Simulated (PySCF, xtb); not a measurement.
SbH2Br, SMILES [Br][SbH2].

Harmonic wavenumbers (cm⁻¹) from GFN2-xTB run with xtb at its own minimum, in rising order: 243, 584, 597, 836, 1549, 1621.

**Question.** What does PBE0-D3(BJ)/def2-TZVP (PySCF) give at its own minimum? (An estimate is asked for; the answer gives what the named calculation found.)

**Answer.** 252, 594, 613, 840, 1956, 1962. Paired by order, the mean absolute difference is 131 cm⁻¹ and the zero-point energies are 7.8 and 8.9 kcal/mol.
